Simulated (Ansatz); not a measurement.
Cost and result for the atomization energy of CH$_{6}$BFGeS (`BS[CH](F)[GeH3]`) (11 atoms, 10 bonds).

```xyz
11

B     1.457   -1.825   -0.900
S     1.390   -0.138   -0.405
C    -0.104   -0.030    0.613
F     0.242   -0.022    1.951
Ge   -1.130    1.620    0.195
H     2.368   -2.133   -1.604
H     0.615   -2.594   -0.550
H    -0.699   -0.926    0.424
H    -2.292    1.727    1.191
H    -0.189    2.823    0.324
H    -1.659    1.499   -1.240
```

Charge 0, multiplicity 1. Correlated methods include outer-core shells of Ge, which these sets cover unevenly. Scalar relativity is left out up to krypton. Geometry: relaxed with PBE0-D4/def2-TZVP. It is one conformer, not always the lowest. Program: Ansatz. All runs use 4 threads of an Arm Neoverse V1 on a shared host. Times are those of one run each, without the atoms' runs, and a repeat can differ threefold. Electronic energies, without spin–orbit coupling; frozen cores. CCSD(T)/CBS adds CCSD(T) − MP2 in def2-TZVPP to the MP2 limit, and its time is that of the two runs behind it. T1 = 0.014. With those shells the extrapolation isn't a true limit. B3LYP takes the VWN-RPA correlation (the form of Gaussian; ORCA's B3LYP/G).

CCSD(T)/CBS is a level of theory with its own doubt, some kJ/mol a heavy atom from the limit and from the frozen cores, so smaller differences don't rank the functionals.

| level | functions | wall time |
| --- | --- | --- |
| PBE-D4/def2-TZVPP (with forces) | 267 | 3.2 s |
| PBE0-D4/def2-TZVPP | 267 | 4.5 s |
| r2SCAN-D4/def2-TZVPP (with forces) | 267 | 6.5 s |
| B3LYP-D4/def2-TZVPP (with forces) | 267 | 7 s |
| B2PLYP/def2-TZVPP | 267 | 8 s |
| ωB97X-V/def2-TZVPP | 267 | 11 s |
| ωB97M-V/def2-TZVPP (with forces) | 267 | 16 s |
| MP2/def2-QZVPP | 510 | 33 s |
| CCSD(T)/def2-TZVPP | 267 | 5.6 min |
| CCSD(T)/CBS(def2) | – | 6.2 min |

**Question.** What atomization energy does each give, and how far from CCSD(T)/CBS? (Estimate.)

**Answer.** The calculation gave: 
```csv
level,atomization (kcal/mol),difference from CCSD(T)/CBS,per bond
PBE-D4/def2-TZVPP (with forces),866.3,14.9,1.5
PBE0-D4/def2-TZVPP,852.1,0.7,0.1
r2SCAN-D4/def2-TZVPP (with forces),858.1,6.7,0.7
B3LYP-D4/def2-TZVPP (with forces),849.7,-1.7,-0.2
B2PLYP/def2-TZVPP,840.4,-11.0,-1.1
ωB97X-V/def2-TZVPP,857.3,5.9,0.6
ωB97M-V/def2-TZVPP (with forces),853.4,2.0,0.2
MP2/def2-QZVPP,853.2,1.8,0.2
CCSD(T)/def2-TZVPP,831.7,-19.7,-2.0
CCSD(T)/CBS(def2),851.4,0.0,0.0
```

The D4 term adds +9.5 kcal/mol with B3LYP and +5.0 kcal/mol with PBE0; it sums over pairs of atoms, weighted by their polarisabilities, and B3LYP, whose exchange is more repulsive, gets the larger term. From PBE to PBE0 (25 % exact exchange), in def2-TZVPP and without D4, the atomization energy moves by −13.3 kcal/mol: exact exchange takes away binding that semilocal exchange gives to molecules. In def2-TZVPP, CCSD(T) changes the Hartree–Fock value by +212.0 kcal/mol (the triples alone add +13.6 kcal/mol) and MP2 by +222.0 kcal/mol; breaking electron pairs costs correlation energy, which Hartree–Fock lacks.
